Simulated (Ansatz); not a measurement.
C₂H₈B₂FN, SMILES `BN(C)B(C)F`. Total charge 0; spin multiplicity 1.

Cartesian coordinates in Å:
```
B 1.512 0.596 -0.253
N 0.124 0.574 -0.013
C -0.611 1.832 0.137
B -0.638 -0.642 0.099
C -0.123 -2.109 -0.016
F -1.949 -0.475 0.333
H 2.070 1.653 -0.330
H 2.116 -0.424 -0.377
H -1.090 1.890 1.116
H 0.078 2.668 0.031
H -1.393 1.920 -0.619
H -0.349 -2.642 0.914
H 0.939 -2.211 -0.224
H -0.686 -2.628 -0.799
```

(1) Give the diagnostics of a CCSD(T)/def2-TZVPP run (frozen core, Ansatz). (Best estimate.)

Answers

(1) Computed: T1 = 0.0119, largest single amplitude 0.025, largest double 0.024, (T) share of the correlation energy 3.5 %, 10 CCSD cycles. The RHF solution is stable towards an unrestricted one. T1 lies under the customary mark of 0.02 for closed shells.
